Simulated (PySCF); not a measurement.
CH2N, SMILES C#[NH+], charge +1. Heavy atoms are numbered as in [CH:1]#[NH+:2]. Hydrogens are named by the atom that carries them.

Geometry: PBE0-D3(BJ)/def2-TZVPD. The isomer is the one that the SMILES or the coordinates give; other isomers of the formula were not compared.

All values below come from PBE/def2-TZVPD (PySCF).

Mulliken values depend strongly on the basis, most of all with diffuse functions as here. Atomic charges (e), one atom of each kind:

```tsv
atom	Mulliken	meta-Löwdin
C1 (CH)	0.00	0.30
N2 (NH)	0.29	0.04
H on C1	0.37	0.28
H on N2	0.34	0.38
```
